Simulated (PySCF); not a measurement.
**TlI: from constants to spectrum**

PBE0 constants of TlI, ¹Σ⁺ (singlet), closed shell (Tl cc-pVTZ-PP with ECP60, I cc-pVTZ-PP with ECP28; scalar-relativistic core potentials (PySCF 2.14); masses 204.9744 and 126.9045 u):

| Item | Value |
| --- | --- |
| ωe | 147.9 cm⁻¹ |
| ωexe | 0.255 cm⁻¹ |
| Be | 0.026502 cm⁻¹ |
| αe | 6.58e-05 cm⁻¹ |
| D (centrifugal) | 3.4e-09 cm⁻¹ |
| De to Tl + I | 3.57 eV |

Task: Estimate the standard entropy (1 bar) and heat capacity of the ideal gas at 500 K, rigid rotor with B0 and harmonic oscillator at the fundamental.

Result: Translation (Sackur–Tetrode, M = 331.88 u): 192.0 J/(mol K). Rotation: q = kT/(σB0) = 13100 with σ = 1, 87.2. Vibration: x = hcν0/kT = 0.424, 15.51. S° = 294.7 J/(mol K); Cp = 7R/2 + 8.19 = 37.3 J/(mol K).

These are scalar-relativistic numbers at best; spin–orbit coupling would shift them, the dissociation energy most.
